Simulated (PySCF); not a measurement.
Species: C₄H₅ClO₂S₂Si.
Atom-mapped SMILES: `[O:1]=[S:2](=[O:3])([Cl:4])[c:5]1[cH:6][cH:7][c:8]([SiH3:9])[s:10]1`

Geometry (PBE0-D3(BJ)/def2-SVP, Å), atoms numbered from 1 in this order:
```xyz
15
C4H5ClO2S2Si angstrom
O     -7.9475   -0.7602   -3.2745
S     -7.2286    0.4697   -3.5127
O     -7.5085    1.6982   -2.8066
Cl    -7.4555    0.8937   -5.5490
C     -5.5163    0.1550   -3.4345
C     -4.9225   -1.0782   -3.5571
C     -3.5144   -0.9733   -3.4661
C     -3.0665    0.3243   -3.2865
Si    -1.2823    0.8913   -3.1270
S     -4.3840    1.4285   -3.2208
H     -5.4883   -1.9996   -3.6977
H     -2.8408   -1.8301   -3.5238
H     -1.1062    1.6821   -1.8747
H     -0.4399   -0.3377   -3.0909
H     -0.9059    1.7409   -4.2941
```

NICS = −σ at a ghost point: NICS(0) at the centroid of the ring atoms, NICS(1) 1 Å to either side along the normal of their mean plane, zz for the tensor component along that normal. Level: GIAO B97-2/pcSseg-1 (PySCF, non-relativistic, gas phase) on the PBE0-D3(BJ)/def2-SVP geometry, one conformer.

Ring bond lengths (Å): C5–C6 1.374, C6–C7 1.415, C7–C8 1.384, C8–S10 1.720, S10–C5 1.717.

Question: What do the NICS probes read (ppm)?

Answer: 
```
           ring                                               type  NICS(0)  NICS(1), two faces  NICS(1)zz, two faces  rms pucker (Å)  centre to ring atoms, mean (Å)
C5–C6–C7–C8–S10  5-membered ring with S; formal bonds all aromatic    -12.5       -11.1 / -11.4         -24.6 / -25.6            0.00                            1.29
```

Question: What can be read from them?

Answer: 
- C5–C6–C7–C8–S10: mean NICS(1)zz -25.1 ppm, shielded. For a flat ring without four-coordinate atoms the NICS criterion counts such a value as aromatic.

Question: How equal are the bonds by HOMA? HOMA = 1 − mean of α(R − Ropt)² over the ring bonds, with Krygowski's 1993 parameters (CC: Ropt 1.388 Å, α 257.7 Å⁻²; CS: Ropt 1.677 Å, α 94.09 Å⁻²).

Answer: 
- C5–C6–C7–C8–S10: HOMA 0.89; the largest term is that of C6–C7, α(R − Ropt)² = 0.19. The geometric and the magnetic index point the same way.

Question: What field does 14.1 T along the ring normal induce along that normal at the first NICS(1) probe listed for ring C5–C6–C7–C8–S10, 1 Å off the ring?

Answer: NICSzz × B0 = -24.6 ppm × 14.1 T = -347 μT, against the applied field.

Question: List the ring angles.

Answer: 
- C5–C6–C7–C8–S10: C5 113.1°, C6 111.0°, C7 113.6°, C8 111.0°, S10 91.4°; sum 540.0° against 540° for a flat convex ring.

Question: What are the shieldings of the ring atoms and their hydrogens in the same run (means over atoms taken as equivalent)?

Answer: 
```csv
atoms,environment,σ isotropic (ppm),"principal values of the symmetric part, first atom (ppm)"
C5,substituted aromatic carbon,23.9,"-26.0, 14.6, 83.1"
C6,aromatic CH carbon,48.5,"-20.9, 18.2, 148.0"
C7,aromatic CH carbon,44.3,"-37.2, 34.2, 136.0"
C8,substituted aromatic carbon,38.6,"-44.0, 12.0, 147.9"
S10,thiophene-type sulfur,234.3,"76.3, 239.9, 386.8"
H11,aromatic hydrogen,23.68,"20.2, 23.6, 27.2"
H12,aromatic hydrogen,24.07,"20.4, 24.7, 27.2"
```

Question: How do the values depend on the level or the medium?

Answer: 
| level | NICS(0), C5–C6–C7–C8–S10 | mean NICS(1)zz, C5–C6–C7–C8–S10 |
| --- | --- | --- |
| B97-2/pcSseg-1, gas | -12.5 | -25.1 |
| PBE0/pcSseg-1, gas | -12.5 | -25.3 |
| PBE0/pcSseg-1, IEF-PCM chloroform | -12.3 | -25.2 |
| PBE0/pcSseg-1, IEF-PCM cyclohexane | -12.4 | -25.3 |

The geometry is the same throughout; the continuum's cavity takes Bondi-type radii × 1.2.
